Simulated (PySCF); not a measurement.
**Question.** Write Cartesian coordinates for `CCS(=O)(=O)CC#N` as optimised with GFN2-xTB.

**Answer.** 
```xyz
15
C4H7NO2S angstrom
C     -1.9860   -0.9203   -0.3459
C     -0.6916   -0.5916    0.3645
S      0.1213    0.7165   -0.6032
O      0.4929    0.2100   -1.8895
O     -0.6778    1.9074   -0.5519
C      1.6819    1.1083    0.3287
C      2.3304   -0.1066    0.6804
N      2.8150   -1.1033    0.9652
H     -1.7706   -1.2698   -1.3527
H     -2.6002   -0.0255   -0.4162
H     -2.5387   -1.6912    0.1867
H     -0.0057   -1.4329    0.3957
H     -0.8554   -0.1858    1.3587
H      1.3882    1.6855    1.2022
H      2.2920    1.7073   -0.3446
```

Orientation and origin are arbitrary. Atoms count from 1 in this order. S3 (sulfonyl sulfur) is distorted tetrahedral (angles from 105.1° to 118.1°). The 2 C–S bonds span 1.819 Å (C2–S3, drawn single) to 1.859 Å (S3–C6, drawn single), a spread of 0.040 Å. The 2 C–C bonds span 1.421 Å (C6–C7, drawn single) to 1.513 Å (C1–C2, drawn single), a spread of 0.092 Å. Of the pairs four or more bonds apart, C7···H12 is among the closest relative to their van der Waals radii: 2.70 Å, 93 % of the sum of Bondi's values.

Bonds between heavy atoms (Å): C1–C2 1.513, C2–S3 1.819, S3=O4 1.432, S3=O5 1.435, S3–C6 1.859, C6–C7 1.421, C7≡N8 1.144.

Computed geometry: GFN2-xTB, gas phase.

Point group: C1 (no symmetry element, even within 0.4 Å). No GFN2-xTB frequencies stand behind this structure, so it isn't proved a minimum. The numbers are those of one conformer (C1–C2–S3–O4 -65°, C2–S3–C6–C7 47°).
